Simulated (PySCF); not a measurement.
## Broadened absorption spectrum of C8H10F2O2S

C8H10F2O2S.
Geometry (PBE0-D3(BJ)/def2-SVP, Å), atoms numbered from 1 in this order:
```xyz
23
C8H10F2O2S angstrom
C     -1.4660    1.8836   -1.4663
C     -1.2391    1.0213   -0.6482
C     -0.9662    0.0051    0.3500
F     -1.6863    0.2579    1.4883
C     -1.2109   -1.4243   -0.0794
C     -0.3643   -1.8531   -1.2692
C      1.1250   -1.8497   -0.9603
C      1.6763   -0.4971   -0.5991
F      1.4274    0.4350   -1.5758
O      3.0034   -0.6086   -0.3697
C      3.6914    0.5385    0.0919
S      0.8256    0.1697    0.9736
O      1.0032   -0.9533    1.9558
H     -1.6631    2.6459   -2.1980
H     -2.2863   -1.5211   -0.2958
H     -0.9861   -2.0431    0.8048
H     -0.5705   -1.2017   -2.1341
H     -0.6602   -2.8705   -1.5639
H      1.7163   -2.2060   -1.8182
H      1.3509   -2.5048   -0.1053
H      3.3689    1.4440   -0.4437
H      3.5460    0.6705    1.1768
H      4.7569    0.3641   -0.1023
```

The calculation used PySCF, TDDFT B3LYP/def2-SVPD, vertical, gas phase, core orbitals frozen in the response.

Broadening: Gaussians 0.3 eV wide at half height, area fixed by f = 4.319×10⁻⁹ ∫ε dν̃. The width is an assumption, not a result. The curve ends short of the highest state used, and states not computed would add to its high-energy end.

```csv
E (eV),ε (L mol⁻¹ cm⁻¹)
4.41,7
4.44,15
4.47,32
4.50,65
4.53,124
4.56,223
4.60,448
4.63,710
4.66,1062
4.69,1505
4.72,2016
4.75,2555
4.78,3065
4.81,3477
4.84,3732
4.87,3790
4.90,3641
4.93,3309
4.96,2845
4.99,2315
5.02,1782
5.05,1299
5.08,897
5.11,591
5.14,375
5.17,239
5.20,167
5.23,146
5.26,164
5.29,215
5.32,297
5.35,409
5.38,552
5.41,728
5.44,939
5.47,1185
5.50,1462
5.54,1857
5.57,2141
5.60,2380
5.63,2540
5.66,2592
5.69,2524
5.72,2340
5.75,2064
5.78,1735
5.81,1397
5.84,1094
5.87,864
5.90,737
5.93,734
5.96,874
5.99,1166
6.02,1614
6.05,2214
6.08,2947
```

(1) Where are the band maxima, and which computed states make them?

(2) On this curve, what absorbance would a 10⁻³ mol/L sample give at 266 nm over a 1 cm path?

(3) Does any computed singlet lie in the visible range?

(4) Coming from long wavelengths, where does ε first pass 100 L mol⁻¹ cm⁻¹?

Results:

(1) 255 nm (4.86 eV), ε about 3800, made up of S1 (100%); 219 nm (5.66 eV), ε about 2600, made up of S3 (92%) (ε in L mol⁻¹ cm⁻¹; maxima over ε = 5, shares over 10%). At its high-energy end, 6.08 eV, the curve is still rising (ε about 2900, from S6 and S7). The states used: S1 4.86 eV (f 0.042); S2 5.47 eV (f 0.0053); S3 5.67 eV (f 0.027); S4 5.72 eV (f 0.0006); S5 6.15 eV (f 0.0025); S6 6.20 eV (f 0.033); S7 6.27 eV (f 0.018); S8 6.39 eV (f 0.058); S9 6.48 eV (f 0.016); S10 6.68 eV (f 0.021).

(2) 266 nm is 4.661 eV, where ε is about 1100 L mol⁻¹ cm⁻¹, so A = ε c l ≈ 1.1 (Beer–Lambert, with the gas-phase spectrum and the assumed width).

(3) No computed singlet lies in the visible range (380 to 750 nm); the lowest, at 255 nm, stands 1.60 eV above its violet end (3.26 eV).

(4) At about 274 nm (4.52 eV), 0.34 eV below S1.

The run took 1.9 min wall, 4.1 min CPU on 2 threads of an Intel Xeon Platinum 8488C (shared host), and the process peaked at 2.0 GiB of memory.

One conformer stands for the species.
